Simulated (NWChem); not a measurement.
System: C₄H₅NS; SMILES Cc1cncs1

Computed with NWChem. Pople sets run with spherical d functions. The geometry was optimised at PBE0/def2-SVP. B3LYP is NWChem's, with the RPA form of VWN correlation. Static field.

**Question.** Taking B3LYP/def2-SVPD as the yardstick, which of these has the fewest basis functions while keeping “isotropic polarisability (bohr³)” within 5 % of it: B3LYP/def2-SVP; B3LYP/6-31+G*; B3LYP/6-31G*?

**Answer.** B3LYP/6-31+G*.
```tsv
level	basis functions	isotropic polarisability (bohr³)
B3LYP/6-31G*	98	58.3
B3LYP/def2-SVP	113	58.7
B3LYP/6-31+G*	122	67.9
B3LYP/def2-SVPD	167	70.9
```

The yardstick is one finite set, not the basis-set limit.
